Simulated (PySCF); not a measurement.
# Adding and removing an electron: BeGe

PBE; Be 6-31G(d,p), Ge 6-31G(d,p); no relativity (PySCF 2.14). Neutral (UKS): triplet (π ↑↑), Re = 2.175 Å, ωe = 515 cm⁻¹, De = 1.72 eV, HOMO -4.64 eV, LUMO -3.69 eV.

BeGe⁺ (UKS): doublet (π ↑), Re = 2.361 Å, ωe = 409 cm⁻¹, De = 2.18 eV to Be + Ge⁺. The energies at the minima are -2091.01250 hartree for BeGe and -2090.73700 for BeGe⁺.

**Question.** Work out the adiabatic ionisation energy, without and with harmonic zero-point energies (1 hartree = 27.2114 eV, 1 eV = 8065.5 cm⁻¹), and the change of the bond length.

**Answer.** At PBE: 0.27550 hartree = 7.497 eV between the minima; the zero-point term (409.0 − 515.0)/2 cm⁻¹ = -0.007 eV makes it 7.490 eV. Re changes by +18.6 pm against the neutral. The electron leaves a π orbital, and the longer bond of the ion fits a bonding orbital, or a change in how ionic the bond is.

Spin–orbit coupling is left out. For an ion De counts to the pair picked by the measured ionisation energies or electron affinities, which need not be the lowest pair at this level. States were picked by a PBE0 search and need not be the measured ground states.
